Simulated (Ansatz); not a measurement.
Computed with Ansatz.

C₇H₉F₉O₃Sn (`[CH3][Sn]([O]CC(F)(F)F)([O]CC(F)(F)F)[O]CC(F)(F)F`) at its PBE0-D4/def2-TZVP geometry, where that method's forces vanish. Total charge 0; spin multiplicity 1. Sn: def2 effective core potential.

```csv
atom,x (Å),y (Å),z (Å)
C1,1.0805,-2.7098,0.1848
Sn2,0.5357,-0.6848,0.0203
O3,-1.3771,-0.2613,0.2017
C4,-2.2197,-0.1152,-0.8931
C5,-2.4754,-1.4407,-1.5779
F6,-3.2300,-1.2871,-2.6656
F7,-1.3068,-2.0014,-1.9706
F8,-3.0739,-2.3269,-0.7813
O9,1.3672,0.5169,1.3380
C10,0.6442,1.0360,2.4059
C11,0.4508,-0.0056,3.4881
F12,-0.1492,-1.1069,2.9848
F13,-0.3201,0.4574,4.4733
F14,1.6044,-0.4089,4.0237
O15,1.1801,0.0995,-1.6632
C16,1.7207,1.3775,-1.7504
C17,0.6503,2.4386,-1.8962
F18,-0.1598,2.4709,-0.8225
F19,1.2024,3.6495,-2.0194
F20,-0.1294,2.2334,-2.9620
H21,0.2927,-3.2334,0.7234
H22,1.1926,-3.1211,-0.8166
H23,2.0187,-2.7746,0.7334
H24,-3.1874,0.2655,-0.5514
H25,-1.8343,0.5687,-1.6584
H26,-0.3527,1.3956,2.1242
H27,1.1997,1.8680,2.8504
H28,2.3240,1.6616,-0.8800
H29,2.3517,1.4386,-2.6433
```

Question: For each bond, give half the difference of the two atoms' forces along it (eV/Å; positive pushes the atoms apart) under PBE-D4, r2SCAN-D4, B3LYP-D4, ωB97M-V in def2-TZVPP. (Estimate.)

Answer: The calculation gave: 
```
   bond  length (Å)  PBE-D4  r2SCAN-D4  B3LYP-D4  ωB97M-V
 C1–H21       1.089    0.08      -0.03     -0.09    -0.04
 C1–H22       1.088    0.07      -0.04     -0.09    -0.04
 C1–H23       1.089    0.07      -0.04     -0.09    -0.03
 Sn2–O3       1.968    0.23       0.02      0.09    -0.09
 Sn2–O9       1.968    0.25       0.04      0.09    -0.07
Sn2–O15       1.966    0.23       0.04      0.08    -0.07
 O9–C10       1.390    0.25       0.26      0.23     0.30
C10–H27       1.095    0.09      -0.06     -0.16    -0.16
C11–F13       1.334    0.56       0.25      0.27     0.15
O15–C16       1.390    0.25       0.26      0.22     0.29
C16–H28       1.096    0.05      -0.07     -0.13    -0.13
C17–F18       1.345    0.58       0.30      0.28     0.20
C17–F19       1.337    0.57       0.25      0.27     0.15
C17–F20       1.336    0.59       0.26      0.27     0.15
```

B3LYP here is the variant with VWN-RPA as its local correlation; programs differ in this.
